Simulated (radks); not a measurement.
Species: N0.5+. Configuration: [He] 2s2 2p(up 1.5, down 1) (fractional occupations, a model configuration). Calculated with a radial shooting solver on a logarithmic mesh with Libxc functionals: scalar-relativistic Kohn-Sham, r2SCAN, spin-polarised, spherical densities, finite nucleus; meta-GGA in the generalised Kohn-Sham scheme; Fermi nuclear charge, rms radius 2.5582 fm. Some entries of the table are withheld. Estimate them.

orbital,occ.,eigenvalue (eV),<r^2> (bohr^2),<1/r> (bohr^-1)
1s up,1,-397.6143,0.07110,6.647
1s down,1,-397.2448,0.07090,6.652
2s up,1,-26.6783,(1),(2)
2s down,1,-25.6034,(3),(4)
2p up,1.5,-14.0163,2.340,0.9949
2p down,1,-12.9328,2.457,0.9781

Answer. 
(1) 2s up <r^2> (bohr^2): 1.960
(2) 2s up <1/r> (bohr^-1): 1.133
(3) 2s down <r^2> (bohr^2): 2.003
(4) 2s down <1/r> (bohr^-1): 1.120
